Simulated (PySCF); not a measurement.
Species: 4-methylpyridine, C6H7N.
SMILES: `Cc1ccncc1`

Theory: PBE0-D3(BJ)/def2-SVP geometry optimisation, gas phase (PySCF).

Take the most abundant isotopes and a rigid rotor. 

Task: What are A, B and C (cm⁻¹)?

Result: Ia = 86.07, Ib = 199.44, Ic = 282.34 u·Å²; 505379 MHz·u·Å²/I gives 5872, 2534 and 1790 MHz, that is A = 0.19587, B = 0.08452, C = 0.05971 cm⁻¹.

Task: Classify the top.

Result: An asymmetric top; Ray's κ = -0.635.

Task: Is it planar, by Δ = Ic − Ia − Ib?

Result: Not planar: Δ = Ic − Ia − Ib = -3.17 u·Å². For a rigid frame Δ = −2 Σ m c², so Σ m c² = 1.59 u·Å² lies off the ab plane: 1.58 from hydrogen and 0.01 from heavier atoms. The atom farthest from that plane is 1.05 Å away.

Task: Give the coordinates in the principal-axis frame, origin at the centre of mass.

Result: The sense of each axis is arbitrary; atoms in the order of the calculation.
| atom | mass (u) | a (Å) | b (Å) | c (Å) |
| --- | --- | --- | --- | --- |
| C1 | 12.000 | 2.469 | 0.000 | -0.010 |
| C2 | 12.000 | 0.971 | -0.001 | 0.011 |
| C3 | 12.000 | 0.238 | 1.190 | 0.008 |
| C4 | 12.000 | -1.154 | 1.135 | -0.002 |
| N5 | 14.003 | -1.850 | 0.001 | -0.008 |
| C6 | 12.000 | -1.156 | -1.134 | -0.002 |
| C7 | 12.000 | 0.236 | -1.191 | 0.008 |
| H8 | 1.008 | 2.841 | 0.002 | -1.048 |
| H9 | 1.008 | 2.879 | 0.892 | 0.486 |
| H10 | 1.008 | 2.880 | -0.893 | 0.483 |
| H11 | 1.008 | 0.748 | 2.157 | 0.017 |
| H12 | 1.008 | -1.736 | 2.065 | -0.003 |
| H13 | 1.008 | -1.740 | -2.063 | -0.003 |
| H14 | 1.008 | 0.744 | -2.159 | 0.017 |

Task: Where do the levels up to J = 5 lie, in MHz?

Result: Above 0(0,0):
J = 1: 1(0,1) 4324, 1(1,1) 7662, 1(1,0) 8406
J = 2: 2(0,2) 12861, 2(1,2) 15566, 2(1,1) 17798, 2(2,1) 27812, 2(2,0) 27923
J = 3: 3(0,3) 25404, 3(1,3) 27357, 3(1,2) 31810, 3(2,2) 40784, 3(2,1) 41324, 3(3,1) 59399, 3(3,0) 59409
J = 4: 4(0,4) 41712, 4(1,4) 42970, 4(1,3) 50338, 4(2,3) 57993, 4(2,2) 59519, 4(3,2) 76889, 4(3,1) 76961, 4(4,1) 102687, 4(4,0) 102688
J = 5: 5(0,5) 61604, 5(1,5) 62341, 5(1,4) 73217, 5(2,4) 79366, 5(2,3) 82613, 5(3,3) 98793, 5(3,2) 99075, 5(4,2) 124553, 5(4,1) 124560, 5(5,1) 157715, 5(5,0) 157715
Those of J = 1 are B + C, A + C and A + B.

Task: Which types of transition are allowed, and where do some lines up to J = 3 fall?

Result: The dipole components are |μa| = 2.70 D, |μb| = 0.00 D, |μc| = 0.06 D; the mirror of this Cs structure is the ac plane, so μb vanishes by symmetry and there are no b-type lines. The squared components, which scale the intensities, stand as 1.00 : 0.00 (a : c). Some lines, for components of 0.1 D or more:

| type | branch | J(Ka,Kc) | MHz | lower level (cm⁻¹) |
| --- | --- | --- | --- | --- |
| a | Q | 3(2,1) ← 3(2,2) | 540 | 1.360 |
| a | Q | 1(1,0) ← 1(1,1) | 744 | 0.256 |
| a | Q | 2(1,1) ← 2(1,2) | 2232 | 0.519 |
| a | R | 1(0,1) ← 0(0,0) | 4324 | 0.000 |
| a | Q | 3(1,2) ← 3(1,3) | 4453 | 0.913 |
| a | R | 2(1,2) ← 1(1,1) | 7904 | 0.256 |
| a | R | 2(0,2) ← 1(0,1) | 8537 | 0.144 |
| a | R | 2(1,1) ← 1(1,0) | 9392 | 0.280 |
| a | R | 3(1,3) ← 2(1,2) | 11791 | 0.519 |
| a | R | 3(0,3) ← 2(0,2) | 12543 | 0.429 |
| a | R | 3(2,2) ← 2(2,1) | 12972 | 0.928 |
| a | R | 3(2,1) ← 2(2,0) | 13401 | 0.931 |
| a | R | 3(1,2) ← 2(1,1) | 14012 | 0.594 |

Whether it is a minimum is left open (no frequencies). Zero-point vibration and centrifugal distortion are left out. A rigid rotor knows nothing of internal rotation, which can split or shift real lines. Quadrupole hyperfine structure (14N) is left out.
